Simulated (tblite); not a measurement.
C₆H₇F₃Si.
Z-matrix (Å and degrees, GFN2-xTB geometry), rows numbered from 1:
```
F 
C   1  1.3406
F   2  1.3462  1  106.13
F   2  1.3407  1  106.60  3   112.95
C   2  1.5173  1  112.95  3  -122.82
C   5  1.5055  2  110.23  1   -63.82
C   6  1.3394  5  124.55  2   -97.96
Si  7  1.8868  6  109.63  5   178.43
C   8  1.8877  7   88.69  6     0.12
C   9  1.3369  8  109.55  7    -0.21
H   5  1.0924  2  107.45  1    57.73
H   5  1.0916  2  107.17  1   175.21
H   7  1.0766  6  122.01  5    -0.98
H   8  1.4608  7  113.18  6  -115.12
H   8  1.4630  7  112.55  6   114.96
H   9  1.0769  8  128.38  7  -179.88
H  10  1.0810  6  119.35  5     1.08
```

All values are computed: GFN2-xTB (tblite) harmonic vibrations without scaling, gas phase. This tight-binding method is rough: wavenumbers can miss measured ones by several per cent, in bad cases by 10 to 20. Modes of hydrogen on silicon can be 10 to 20 % off. One conformer, not necessarily the lowest.

Harmonic wavenumbers (cm⁻¹): 27.6, 54.6, 76.5, 181.9, 260.9, 267.3, 291.9, 359.0, 443.4, 466.9, 474.2, 483.8, 498.0, 545.2, 580.7, 611.0, 654.4, 737.6, 772.0, 784.5, 789.3, 807.4, 827.9, 890.6, 913.8, 929.6, 1029.9, 1046.2, 1119.2, 1122.8, 1175.3, 1182.0, 1245.1, 1277.7, 1335.0, 1434.9, 1565.8, 1630.8, 2258.0, 2276.9, 2985.4, 2998.6, 3063.8, 3103.5, 3105.5.

A = 2731, B = 623.6, C = 582.3 MHz; mass 164.027 u (most abundant isotopes); point group C1, symmetry number 1.

Q: Zero-point energy?

A: ½Σν̃ = 24343 cm⁻¹ = 291.21 kJ/mol.

Q: Entropy at 200 K, 1 bar (ideal gas, RRHO, classical rotation)?

A: Translation 164.16, rotation 121.22, vibration 82.55: S = 367.9 J/(mol K).

Q: And Cp and H(200 K) − H(0)?

A: Cp = 122.61 J/(mol K), of which vibrations give 89.35 (their classical limit is 45 R = 374.2); H(200 K) − H(0) = 15.18 kJ/mol without the zero-point energy, 8.52 from vibrations.

Q: Blend soft modes into free rotors: weight 1/[1 + (100 cm⁻¹/ν̃)⁴] for the oscillator and the rest for a rotor with moment μB/(μ + B), μ = h/(8π²ν), B = 10⁻⁴⁴ kg m². What vibrational entropy results?

A: 72.17 J/(mol K) in place of 82.55, which changes −T·S at 200 K by +2.08 kJ/mol.

Q: How do the functions run with temperature in this model?

A: 
```
T (K)  S (J/(mol K))  Cp (J/(mol K))  H − H(0) (kJ/mol)  G − H(0) (kJ/mol)  ln q(vib)
  100          302.4            73.7               5.44             -24.80       2.28
  300          427.2           172.3              29.97             -98.20       7.42
  500          534.0           246.0              72.41            -194.60      12.82
  800          664.4           306.7             156.35            -375.19      20.54
 1000          735.6           330.7             220.23            -515.37      25.22
```

q(vib) and H(0) count from the zero-point level.

Q: Which modes carry the vibrational entropy at 200 K?

A: 27.6 cm⁻¹: 21.77; 54.6 cm⁻¹: 16.14; 76.5 cm⁻¹: 13.38; 181.9 cm⁻¹: 6.65; 260.9 cm⁻¹: 4.20; 267.3 cm⁻¹: 4.05 J/(mol K); the other 39 give 16.36 together.

Hindered rotation and anharmonicity are outside this model. Other conformers, if any are populated, would add a mixing term that is left out. The structure is chiral; the term R ln 2 for an equal mix with its mirror image is left out.
